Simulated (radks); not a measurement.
The nuclear charge of the samarium ion Sm+ is varied continuously with 61 electrons held in [Xe] 4f6 6s1. Calculated with a radial shooting solver on a logarithmic mesh with Libxc functionals: scalar-relativistic Kohn-Sham, BLYP, spin-polarised, spherical densities, point nucleus; open shells are filled with parallel spins first (spin-orbit coupling, left out, can overturn this in heavy ions). By the Hellmann-Feynman theorem dE/dZ = E(electron-nucleus)/Z, the electronic potential at the nucleus. The scalar-relativistic energy here is not variational (the density holds large components alone), so the two differ by a part that grows with Z.

| Z | E (hartree) | E(electron-nucleus)/Z (hartree) | HOMO | e(HOMO) (eV) | <r> HOMO (bohr) |
|---|---|---|---|---|---|
| 61.2 | -10101.9491 | -401.586 | 4f | -0.329 | 1.254 |
| 61.4 | -10182.8822 | -403.522 | 4f | -1.979 | 1.129 |
| 61.6 | -10264.2057 | -405.442 | 4f | -4.207 | 1.068 |
| 61.8 | -10345.9173 | -407.354 | 4f | -6.754 | 1.024 |
| 62 | -10428.0162 | -409.263 | 6s | -8.734 | 3.842 |
| 62.2 | -10510.5018 | -411.170 | 6s | -10.156 | 3.720 |
| 62.4 | -10593.3739 | -413.076 | 6s | -11.642 | 3.609 |
| 62.6 | -10676.6325 | -414.981 | 6s | -13.188 | 3.507 |
| 62.8 | -10760.2774 | -416.886 | 6s | -14.791 | 3.413 |
| 63 | -10844.3089 | -418.792 | 6s | -16.449 | 3.327 |

The central difference of E at Z = 62 is -411.461 hartree, to compare with the third column; the second derivative is -9.67 hartree. No converged solution with all levels bound was reached at Z = 61.
